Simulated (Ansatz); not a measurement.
Relaxed structures of BSiH3OF (charge -1), closed shell (PBE0-D4/def2-TZVPD; forces vanish, vibrations not checked; lower isomers may exist, and structures with a doubtful reference or unclear bonds are left out; Å). Ansatz 0.2.0; basis: def2-TZVPPD; cores frozen in the correlated methods.

(1) Rank them by CCSD(T) energy, lowest first, and give each one's height above the lowest. Links in brackets join atoms within 1.22 times the sum of their covalent radii (1.1 for two metals). (To be estimated.)
A.
BSiH₃OF ([O][BH][SiH2][F]), total charge -1
```
7
angstrom
B -0.7183 0.3703 -0.5032
Si 0.6485 -0.9199 0.3677
O -1.2770 0.3754 -1.6442
F 1.2733 -2.2574 -0.3584
H -0.8813 1.2124 0.4288
H 0.1207 -1.4566 1.6819
H 1.8815 -0.1692 0.8257
```
B.
BSiH₃OF ([OH][BH][SiH][F]), total charge -1
```
7
angstrom
B 0.1308 0.4287 -0.2996
Si 1.0766 -1.0817 0.5878
O 0.7803 1.3796 -1.0909
F -0.1387 -2.1587 1.0460
H 0.2228 2.1458 -1.2330
H -1.0117 0.7415 0.0256
H 1.6963 -1.8461 -0.5841
```
C.
BSiH₃OF ([F][Si]1[BH2][OH]1), total charge -1
```
7
angstrom
B -0.6402 0.6877 0.1134
Si 0.4932 -0.0854 -1.3479
O 0.8460 0.2299 0.5367
F 0.2256 -1.7449 -1.1089
H -1.4691 0.0078 0.6879
H -0.7304 1.8906 0.2591
H 0.7761 -0.6410 0.9390
```
D.
BSiH₃OF ([BH2][O][SiH][F]), total charge -1
```
7
angstrom
B -0.9869 1.1279 0.3570
Si 0.6332 -0.7920 -0.8758
O 0.1252 0.7987 -0.2702
F 1.3076 -0.2289 -2.3037
H -1.8662 0.3217 0.5944
H -1.1459 2.2834 0.7141
H 1.9569 -0.7822 -0.0525
```
E.
BSiH₃OF ([F][SiH]1[BH2][O]1), total charge -1
```
7
angstrom
B -0.7802 0.7585 0.1418
Si 0.6202 -0.6365 0.1685
O 0.1496 0.4508 -0.9945
F 0.4459 -2.1810 -0.3725
H -1.9342 0.3749 0.0337
H -0.6270 1.8220 0.7219
H 2.1257 -0.5887 0.3011
```

No T1 diagnostic of these runs exceeds 0.020.

Answers

(1) The calculation gives: D (0.000 eV), E (0.248 eV), A (0.355 eV), B (1.469 eV), C (1.697 eV). Heights count from the lowest.

For scale, one of the runs: CCSD(T)/def2-TZVPPD, 216 basis functions, launched by `ansatz run in.yaml --threads 2 --pin off --events-out ev --progress --plain --max-ram 4352MiB`. Hardware: 2 CPU threads of an Arm Neoverse V2, shared host. Wall time 120 s; peak host memory 3.2 GiB.
